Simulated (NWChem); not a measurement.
System: C₂H₃BCl₂; SMILES C(B(Cl)Cl)=C

Parts of the log:

```
             Northwest Computational Chemistry Package (NWChem) 7.3.0
             --------------------------------------------------------

 C1  symmetry detected

                             Geometry "geometry" -> ""
                             -------------------------

 Output coordinates in angstroms (scale by  1.889725989 to convert to a.u.)

  No.       Tag          Charge          X              Y              Z
 ---- ---------------- ---------- -------------- -------------- --------------
    1 B                    5.0000    -0.11043904    -0.11434469     0.00066371
    2 Cl                  17.0000    -0.42134724    -1.84118453    -0.00046930
    3 Cl                  17.0000     1.56288446     0.42320374     0.00019861
    4 C                    6.0000    -1.28748024     0.88579806     0.00180305
    5 C                    6.0000    -1.12191464     2.21780694    -0.00143762
    6 H                    1.0000    -2.30691740     0.48253236     0.00482078
    7 H                    1.0000    -1.96964259     2.91072611    -0.00113471
    8 H                    1.0000    -0.12100820     2.66250842    -0.00459554

 Effective nuclear repulsion energy (a.u.)     231.2480197247

                                 NWChem DFT Module
                                 -----------------

 Summary of "ao basis" -> "ao basis" (spherical)
 ------------------------------------------------------------------------------
       Tag                 Description            Shells   Functions and Types
 ---------------- ------------------------------  ------  ---------------------
 B                          cc-pvtz                 10       30   4s3p2d1f
 Cl                         cc-pvtz                 12       34   5s4p2d1f
 C                          cc-pvtz                 10       30   4s3p2d1f
 H                          cc-pvtz                  6       14   3s2p1d

            General Information
            -------------------
          SCF calculation type: DFT
          Wavefunction type:  closed shell.
          No. of atoms     :     8
          No. of electrons :    54
           Alpha electrons :    27
            Beta electrons :    27
          Charge           :     0
          Spin multiplicity:     1
          Use of symmetry is: off; symmetry adaption is: off
          Maximum number of iterations: 150
          AO basis - number of functions:   200
                     number of shells:    72
          Convergence on energy requested:  1.00D-06
          Convergence on density requested:  1.00D-05
          Convergence on gradient requested:  5.00D-04

              XC Information
              --------------
                         PBE0 Method XC Functional
                     Hartree-Fock (Exact) Exchange  0.250
          PerdewBurkeErnzerhof Exchange Functional  0.750
            Perdew 1991 LDA Correlation Functional  1.000 local
           PerdewBurkeErnz. Correlation Functional  1.000 non-local

             Grid Information
             ----------------
          Grid used for XC integration:  medium
          Radial quadrature: Mura-Knowles
          Angular quadrature: Lebedev.
          Tag              B.-S. Rad. Rad. Pts. Rad. Cut. Ang. Pts.
          ---              ---------- --------- --------- ---------
          B                   0.85       49          11.0       434
          Cl                  1.00       88          13.0       590
          C                   0.70       49          11.0       434
          H                   0.35       45          12.0       434
          Grid pruning is: on
          Number of quadrature shells:   458
          Spatial weights used:  Erf1

      Superposition of Atomic Density Guess
      -------------------------------------

 Sum of atomic energies:       -1020.34778241

      Non-variational initial energy
      ------------------------------

 Total energy =   -1022.490855
 1-e energy   =   -1864.872298
 2-e energy   =     611.133423
 HOMO         =      -0.353800
 LUMO         =      -0.059058

------------------------------------------------------------
EAF file 0: "./job.aoints.0" size=557318144 bytes
------------------------------------------------------------
               write      read    awrite     aread      wait
               -----      ----    ------     -----      ----
     calls:     1063         0         0         0         0
   data(b): 5.57e+08  0.00e+00  0.00e+00  0.00e+00
   time(s): 0.00e+00  0.00e+00  0.00e+00  0.00e+00  0.00e+00
rate(mb/s): 0.00e+00  0.00e+00
------------------------------------------------------------

     ---------------------------------------------
      Total Density - Mulliken Population Analysis
     ---------------------------------------------

    Atom       Charge   Shell Charges
 -----------   ------   -------------------------------------------------------
    1 B    5     4.47   1.96  0.75  0.14  0.21  0.40  0.72  0.10  0.05  0.13  0.02
    2 Cl  17    17.25   2.00  1.88  1.18  0.19  0.63  5.82  3.00  1.11  1.41  0.01  0.02  0.00
    3 Cl  17    17.26   2.00  1.88  1.18  0.19  0.63  5.82  3.00  1.11  1.41  0.01  0.02  0.00
    4 C    6     6.30   1.95  0.90  0.19  0.29  0.81  1.55  0.53  0.01  0.04  0.01
    5 C    6     6.30   1.96  0.90  0.19  0.41  0.76  1.42  0.60  0.01  0.05  0.01
    6 H    1     0.80   0.24  0.40  0.13  0.01  0.02  0.00
    7 H    1     0.82   0.24  0.42  0.14  0.01  0.01  0.00
    8 H    1     0.82   0.24  0.42  0.13  0.01  0.01  0.00

   convergence    iter        energy       DeltaE   RMS-Dens  Diis-err
 ---------------- ----- ----------------- --------- --------- ---------
 d= 0,ls=0.0,diis     1  -1022.9106226685 -1.25D+03  3.41D-03  7.33D-01
 d= 0,ls=0.0,diis     2  -1022.9135118461 -2.89D-03  1.98D-03  4.75D-01
 d= 0,ls=0.0,diis     3  -1022.9640483952 -5.05D-02  7.16D-04  8.60D-02
 d= 0,ls=0.0,diis     4  -1022.9749345739 -1.09D-02  2.02D-04  9.78D-03
 d= 0,ls=0.0,diis     5  -1022.9761506813 -1.22D-03  4.17D-05  2.82D-04
  Resetting Diis
 d= 0,ls=0.0,diis     6  -1022.9761847080 -3.40D-05  1.19D-05  1.79D-05
 d= 0,ls=0.0,diis     7  -1022.9761869334 -2.23D-06  6.46D-06  1.81D-06
 d= 0,ls=0.0,diis     8  -1022.9761868408  9.27D-08  3.61D-06  2.49D-06

         Total DFT energy =    -1022.976186840768
      One electron energy =    -1868.300344308464
           Coulomb energy =      686.151204766163
    Exchange-Corr. energy =      -72.075067023164
 Nuclear repulsion energy =      231.248019724698

 Numeric. integr. density =       54.000005927253

                       DFT Final Molecular Orbital Analysis
                       ------------------------------------

 Vector   25  Occ=2.000000D+00  E=-3.381285D-01
              MO Center=  2.8D-01,  1.3D-02,  2.9D-04, r^2= 4.0D+00
   Bfn.  Coefficient  Atom+Function         Bfn.  Coefficient  Atom+Function
  ----- ------------  ---------------      ----- ------------  ---------------
    74      0.304653  3 Cl py                73     -0.227875  3 Cl px
    39     -0.208843  2 Cl px                80      0.195908  3 Cl py
    40      0.187147  2 Cl py               106     -0.152390  4 C  px
    77      0.145797  3 Cl py                79     -0.143694  3 Cl px
    45     -0.135503  2 Cl px               103     -0.123835  4 C  px

 Vector   26  Occ=2.000000D+00  E=-3.295462D-01
              MO Center=  3.3D-01, -8.3D-01, -1.5D-04, r^2= 3.6D+00
   Bfn.  Coefficient  Atom+Function         Bfn.  Coefficient  Atom+Function
  ----- ------------  ---------------      ----- ------------  ---------------
    39      0.439620  2 Cl px                74      0.370048  3 Cl py
    45      0.276613  2 Cl px                80      0.230311  3 Cl py
    42      0.209482  2 Cl px                77      0.176083  3 Cl py
   110     -0.041417  4 C  py               136     -0.037467  5 C  px
   107     -0.033327  4 C  py               174      0.031792  7 H  s

 Vector   27  Occ=2.000000D+00  E=-3.125751D-01
              MO Center= -9.3D-01,  1.3D+00,  2.3D-04, r^2= 2.6D+00
   Bfn.  Coefficient  Atom+Function         Bfn.  Coefficient  Atom+Function
  ----- ------------  ---------------      ----- ------------  ---------------
   108      0.269813  4 C  pz               138      0.263797  5 C  pz
   105      0.206014  4 C  pz               135      0.202834  5 C  pz
   141      0.183893  5 C  pz               111      0.177049  4 C  pz
    75     -0.167520  3 Cl pz                41     -0.125889  2 Cl pz
    81     -0.109262  3 Cl pz                47     -0.084599  2 Cl pz

 Vector   28  Occ=0.000000D+00  E=-8.045325D-02
              MO Center= -5.3D-01,  7.2D-01,  1.7D-04, r^2= 3.8D+00
   Bfn.  Coefficient  Atom+Function         Bfn.  Coefficient  Atom+Function
  ----- ------------  ---------------      ----- ------------  ---------------
   141     -0.383460  5 C  pz                10      0.350387  1 B  pz
    13      0.269481  1 B  pz               138     -0.251101  5 C  pz
     7      0.227570  1 B  pz                47     -0.203005  2 Cl pz
   111      0.200918  4 C  pz               135     -0.198838  5 C  pz
    81     -0.195600  3 Cl pz                41     -0.158046  2 Cl pz

 Vector   29  Occ=0.000000D+00  E= 4.239369D-02
              MO Center= -6.3D-01,  7.1D-01, -1.9D-03, r^2= 3.8D+00
   Bfn.  Coefficient  Atom+Function         Bfn.  Coefficient  Atom+Function
  ----- ------------  ---------------      ----- ------------  ---------------
   111      0.715236  4 C  pz                13     -0.569695  1 B  pz
   141     -0.506029  5 C  pz                10     -0.362576  1 B  pz
   108      0.286938  4 C  pz                47      0.245306  2 Cl pz
    81      0.243543  3 Cl pz               105      0.229093  4 C  pz
     7     -0.195778  1 B  pz               138     -0.161558  5 C  pz

 Vector   30  Occ=0.000000D+00  E= 5.437094D-02
              MO Center= -1.7D+00,  1.5D+00,  4.4D-03, r^2= 7.1D+00
   Bfn.  Coefficient  Atom+Function         Bfn.  Coefficient  Atom+Function
  ----- ------------  ---------------      ----- ------------  ---------------
   132      2.250307  5 C  s                  4     -1.497471  1 B  s
   161     -1.364180  6 H  s                175     -1.267041  7 H  s
   110     -1.025038  4 C  py               102      0.992979  4 C  s
    69      0.669031  3 Cl s                189     -0.515491  8 H  s
    79     -0.494349  3 Cl px               109     -0.493401  4 C  px

------------------------------------------------------------
EAF file 0: "./job.aoints.0" size=1107296256 bytes
------------------------------------------------------------
               write      read    awrite     aread      wait
               -----      ----    ------     -----      ----
     calls:     2112         7         0     14777     14777
   data(b): 1.11e+09  3.67e+06  0.00e+00  7.75e+09
   time(s): 0.00e+00  0.00e+00  0.00e+00  0.00e+00  0.00e+00
rate(mb/s): 0.00e+00  0.00e+00
------------------------------------------------------------

     ---------------------------------------------
      Total Density - Mulliken Population Analysis
     ---------------------------------------------

    Atom       Charge   Shell Charges
 -----------   ------   -------------------------------------------------------
    1 B    5     4.86   1.96  0.70  0.15  0.11  0.60  0.97  0.10  0.06  0.18  0.03
    2 Cl  17    17.08   2.00  1.83  1.19  0.23  0.63  5.80  2.87  1.14  1.35  0.01  0.03  0.00
    3 Cl  17    17.09   2.00  1.83  1.19  0.23  0.63  5.80  2.87  1.14  1.35  0.01  0.03  0.00
    4 C    6     6.17   1.96  0.80  0.18  0.31  0.85  1.50  0.50  0.01  0.05  0.01
    5 C    6     6.19   1.96  0.81  0.18  0.33  0.84  1.43  0.55  0.01  0.05  0.01
    6 H    1     0.87   0.27  0.45  0.11  0.01  0.02  0.00
    7 H    1     0.87   0.27  0.46  0.11  0.01  0.02  0.00
    8 H    1     0.87   0.27  0.46  0.11  0.01  0.02  0.00

     -------------------------------------------
      Total Density - Lowdin Population Analysis
     -------------------------------------------

    Atom       Charge   Shell Charges
 -----------   ------   -------------------------------------------------------
    1 B    5     6.18   1.60  0.55  0.34  0.24  0.56  1.09  0.58  0.11  0.93  0.18
    2 Cl  17    16.48   1.98  1.32  1.02  0.65  0.57  5.03  2.72  1.70  1.43  0.01  0.05  0.01
    3 Cl  17    16.49   1.98  1.32  1.02  0.65  0.57  5.03  2.72  1.70  1.43  0.01  0.05  0.01
    4 C    6     5.96   1.57  0.58  0.33  0.25  0.77  1.35  0.77  0.02  0.29  0.03
    5 C    6     5.83   1.57  0.59  0.33  0.25  0.75  1.30  0.75  0.02  0.26  0.03
    6 H    1     1.00   0.25  0.39  0.18  0.02  0.14  0.03
    7 H    1     1.03   0.25  0.41  0.18  0.02  0.14  0.03
    8 H    1     1.03   0.25  0.40  0.19  0.02  0.14  0.03

     Multipole analysis of the density
     ---------------------------------

     L   x y z        total         alpha         beta         nuclear
     -   - - -        -----         -----         ----         -------
     0   0 0 0     -0.000000    -27.000000    -27.000000     54.000000

     1   1 0 0     -0.471957     -0.235978     -0.235978      0.000000
     1   0 1 0      0.619117      0.309559      0.309559     -0.000000
     1   0 0 1     -0.000005     -0.000003     -0.000003      0.000000

     2   2 0 0    -31.076820   -142.877522   -142.877522    254.678223
     2   1 1 0     -1.160412      7.356093      7.356093    -15.872598
     2   1 0 1     -0.004349      0.005519      0.005519     -0.015388
     2   0 2 0    -30.052505   -212.779966   -212.779966    395.507428
     2   0 1 1     -0.006236      0.009418      0.009418     -0.025072
     2   0 0 2    -32.703452    -16.351876    -16.351876      0.000301
```

Level: PBE0/cc-pVTZ. The geometry was optimised at PBE0/def2-SVP.

**Question.** Write an input that gives this output.

**Answer.** This is not unique; one that fits is the input that was run:
```
start job
memory heap 200 mb stack 900 mb global 1100 mb
geometry units angstroms noautoz
  B     -0.108419    -0.111807     0.000686
  Cl    -0.471090    -1.828522     0.000074
  Cl     1.580305     0.375204    -0.000590
  C     -1.254867     0.923262     0.002082
  C     -1.049342     2.249692    -0.001530
  H     -2.285963     0.550820     0.005611
  H     -1.875860     2.967778    -0.001036
  H     -0.035523     2.664108    -0.005201
end
basis spherical
  * library cc-pvtz
end
dft
  xc pbe0
  iterations 150
  semidirect filesize 400000000
  mulliken
end
task dft energy
```
